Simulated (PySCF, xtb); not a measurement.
C3H5ClOSi, SMILES Cl[Si@H]1OC=CC1. The values are those of a single conformer.

Harmonic wavenumbers (cm⁻¹) from GFN2-xTB in xtb at its own minimum, in rising order: 92, 142, 225, 403, 437, 545, 586, 667, 689, 736, 783, 799, 823, 840, 1006, 1046, 1084, 1149, 1219, 1265, 1452, 1689, 2339, 2965, 2994, 3109, 3132.

Task: What does B3LYP-D3(BJ)/def2-SVP (PySCF) give at its own minimum? (The exact figures need the calculation; the answer reports its results.)

Result: 86, 183, 254, 434, 473, 557, 660, 700, 733, 763, 775, 863, 875, 940, 953, 1055, 1103, 1186, 1207, 1356, 1407, 1678, 2290, 3030, 3084, 3198, 3220. Paired by order, the mean absolute difference is 45 cm⁻¹ and the zero-point energies are 46.1 and 47.3 kcal/mol.
